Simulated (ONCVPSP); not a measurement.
# An all-electron radial function and its pseudo partner (Ca)

Columns: radius, all-electron u(r) and pseudo u(r) of the 3s shell (level -47.09 eV) of calcium in the configuration [Ne] 3s2 3p6 4s2; PBE, scalar-relativistic, ONCV scheme, ONCVPSP 4.0.1.

```csv
r (bohr),all-electron,pseudo
0.113,-0.0768,0.1653
0.225,-0.5207,0.3248
0.338,-0.3891,0.4769
0.450,-0.0021,0.6139
0.563,0.4011,0.7330
0.675,0.7119,0.8272
0.788,0.9137,0.8941
0.900,1.0130,0.9305
1.013,1.0346,0.9368
1.125,1.0020,0.9153
1.238,0.9351,0.8699
1.350,0.8504,0.8070
1.463,0.7576,0.7319
1.575,0.6655,0.6519
1.688,0.5771,0.5708
1.800,0.4964,0.4939
1.913,0.4232,0.4225
2.025,0.3592,0.3590
2.138,0.3028,0.3028
2.250,0.2546,0.2546
2.363,0.2130,0.2130
2.475,0.1779,0.1779
2.588,0.1481,0.1481
2.700,0.1232,0.1232
2.813,0.1021,0.1021
2.925,0.0847,0.0847
```

**Question.** How many radial nodes do the two functions have?

**Answer.** The all-electron 3s function has n − l − 1 = 2 (the table is too coarse to show those close to the nucleus); the pseudo-wave has 0, since the states of the same l below it are removed with the core.

**Question.** At about which radius was the pseudo-wave matched?

**Answer.** 2.25 bohr. The columns agree to 0.0005 from 2.02 bohr on; several derivatives are matched, so the curves merge somewhat inside the radius.

**Question.** Where does each function peak?

**Answer.** Outermost all-electron maximum near 1.01 bohr, pseudo maximum near 1.01 bohr (to the table’s step).

**Question.** Is the pseudo-wave norm-conserving?

**Answer.** Yes: the ONCV scheme keeps the norm inside the radius equal to the all-electron one, which fixes the energy derivative of the logarithmic derivative at the level.
